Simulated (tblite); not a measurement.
C5H11NSSi.
Structure used (GFN2-xTB), in Å, numbered top down from 1:
```
atom  x, y, z in Å
C1    -2.685    0.490    0.337
C2    -1.557   -0.483    0.286
S3    -1.735   -1.994    0.861
C4    -0.265    0.025   -0.262
C5     0.585   -1.027   -0.976
N6     1.908   -0.452   -1.108
Si7    2.359    0.585    0.181
C8     0.591    0.584    0.890
H9    -3.027    0.701   -0.678
H10   -3.516    0.092    0.912
H11   -2.355    1.433    0.773
H12   -0.461    0.843   -0.963
H13    0.170   -1.251   -1.964
H14    0.593   -1.955   -0.391
H15    2.541   -0.992   -1.672
H16    2.785    1.879   -0.354
H17    3.313    0.064    1.165
H18    0.524   -0.086    1.748
H19    0.223    1.556    1.209
```

Computed with GFN2-xTB (tblite): harmonic, unscaled wavenumbers at the GFN2-xTB geometry, gas phase. Against measured fundamentals such values can be off by several per cent, at times by over 20. Modes of hydrogen on silicon can be 10 to 20 % off. One conformer, not necessarily the lowest.

Harmonic wavenumbers (cm⁻¹): 36.8, 86.0, 113.6, 145.9, 162.8, 231.0, 301.2, 374.2, 429.0, 478.0, 485.2, 509.5, 527.6, 540.0, 670.4, 753.6, 789.8, 792.9, 805.6, 864.0, 916.7, 974.5, 980.4, 1015.4, 1069.0, 1114.2, 1130.7, 1158.3, 1199.5, 1214.1, 1233.7, 1275.8, 1294.2, 1321.4, 1360.7, 1378.4, 1457.0, 1460.3, 1485.0, 1496.3, 2224.9, 2258.0, 2894.0, 2930.3, 2938.1, 2980.3, 2989.6, 3005.4, 3016.1, 3048.3, 3487.0.

A = 2831, B = 846.6, C = 770.2 MHz; mass 145.038 u (most abundant isotopes); point group C1, symmetry number 1.

Question: Zero-point energy?

Answer: ½Σν̃ = 32702 cm⁻¹ = 391.21 kJ/mol.

Question: Entropy at 298.15 K, 1 bar (ideal gas, RRHO, classical rotation)?

Answer: Translation 170.93, rotation 123.61, vibration 118.69: S = 413.2 J/(mol K).

Question: And Cp and H(298.15 K) − H(0)?

Answer: Cp = 161.66 J/(mol K), of which vibrations give 128.40 (their classical limit is 51 R = 424.0); H(298.15 K) − H(0) = 28.68 kJ/mol without the zero-point energy, 18.77 from vibrations.

Question: How do the functions run with temperature in this model?

Answer: 
| T (K) | S (J/(mol K)) | Cp (J/(mol K)) | H − H(0) (kJ/mol) | G − H(0) (kJ/mol) | ln q(vib) |
| --- | --- | --- | --- | --- | --- |
| 150 | 327.6 | 96.1 | 9.65 | -39.48 | 2.98 |
| 250 | 386.7 | 139.9 | 21.42 | -75.26 | 5.49 |
| 400 | 466.9 | 205.0 | 47.40 | -139.37 | 9.31 |
| 600 | 563.3 | 270.6 | 95.39 | -242.60 | 14.41 |
| 900 | 685.8 | 332.5 | 186.67 | -430.59 | 21.70 |

q(vib) and H(0) count from the zero-point level.

Question: What must be added to the electronic energy to get the Gibbs energy at 298.15 K and 1 bar?

Answer: ZPE + [H(298.15 K) − H(0)] − T·S = 391.21 + 28.68 − 123.20 = 296.69 kJ/mol.

Hindered rotation and anharmonicity are outside this model. Other conformers, if any are populated, would add a mixing term that is left out. The structure is chiral; the term R ln 2 for an equal mix with its mirror image is left out.
